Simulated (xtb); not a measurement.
VF₄, SMILES [F][V+]([F])([F])[F], charge +1, multiplicity 1. All values are semi-empirical tight-binding results from xtb (GFN2-xTB unless named), good for trends rather than for accurate numbers. Geometry: GFN2-xTB. The spin state was assumed, not searched. The isomer is the one that the SMILES or the coordinates give; other isomers of the formula were not compared.

For metal compounds this method's bond lengths and energies can be far off.

Computed properties:
```yaml
point_group_as_xtb_finds_it: Td
orbital_gap: 4.21 eV
zero_point_energy: 5.7 kcal/mol
G − E(el) at 298.15 K (modified RRHO): -11.6 kcal/mol
```
